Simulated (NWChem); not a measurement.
Basis-set convergence for CH₆Hf

SMILES: [CH3][HfH3]
```xyz
8

Hf     0.2276     0.0130     0.0000
C     -1.9567    -0.1116     0.0000
H     -2.3253    -0.6500     0.8955
H     -2.3253    -0.6500    -0.8955
H     -2.4118     0.8986     0.0000
H      0.8547    -0.8358     1.5302
H      0.8547    -0.8358    -1.5302
H      0.7026     1.8100     0.0000
```
Charge 0, spin multiplicity 1.

All runs are NWChem calculations. All single points use one geometry, from B3LYP/def2-SVP with def2 effective core potentials on Hf, with no frequency check, so it may be a saddle point.

Quantity: LUMO energy at the level B3LYP.

Effective core potentials replace the inner electrons of Hf; spin-orbit coupling is left out. B3LYP has NWChem's definition, with VWN1-RPA local correlation. The structure started from a generated list of species.

Costs are rough ratios of processor time within this set of runs, SCF included, with def2-SVP as 1.

### Question
In def2-TZVPP the value is -1.88 eV. Among def2-SVP, def2-SVPD, def2-TZVP, def2-TZVPD, which is the smallest basis within 0.1 eV of it?

### Answer
def2-SVP, with 76 functions against 171 and about 20 % of the time (also within reach: def2-SVPD, def2-TZVP, def2-TZVPD). def2-TZVPP isn't the basis-set limit itself, and a small set can land close by cancellation.

| basis | functions | LUMO energy (eV) | relative cost |
|---|---|---|---|
| def2-SVP | 76 | -1.88 | 1 |
| def2-SVPD | 103 | -1.90 | under 3 |
| def2-TZVP | 107 | -1.88 | under 3 |
| def2-TZVPD | 134 | -1.89 | 3 |
| def2-TZVPP | 171 | -1.88 | 6 |
